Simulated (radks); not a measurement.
Polarisability of neutral potassium, [Ar] 4s1, at imaginary frequency. Calculated with a radial shooting solver on a logarithmic mesh with Libxc functionals: non-relativistic Kohn-Sham, LDA (Slater exchange, Perdew-Wang correlation), spin-polarised, spherical densities, point nucleus; open shells are filled with parallel spins first. Response by self-consistent Sternheimer equations with the Hartree and adiabatic LDA kernel.

w (hartree),alpha1(iw) (bohr^3),alpha2(iw) (bohr^5)
0.00266,259.4,5808
0.0143,247.2,5669
0.0360,196.3,5005
0.0697,118.9,3642
0.118,61.36,2179
0.186,31.54,1167
0.280,17.49,601.4
0.413,10.64,307.0
0.605,6.876,156.2
0.892,4.418,78.65
1.35,2.617,38.24
2.12,1.340,17.10
3.59,0.5659,6.491
6.94,0.1867,1.839
17.5,0.04019,0.2980

Static values: alpha1 = 259.9 bohr^3 (38.51 angstrom^3; uncoupled 301.9), alpha2 = 5813 bohr^5, alpha3 = 184200 bohr^7. C6 = 3308, C8 = 432100, triple-dipole C9 = 630200 atomic units. One-pole (London) frequency 4 C6 / (3 alpha1^2) = 0.065 hartree, against 0.096 for minus the highest occupied eigenvalue. The dipole shielding factor is 1.000, as the force sum rule N/Z = 1.000 demands. Recommended static value: 289.7 bohr^3 (Schwerdtfeger and Nagle, 2023 table).
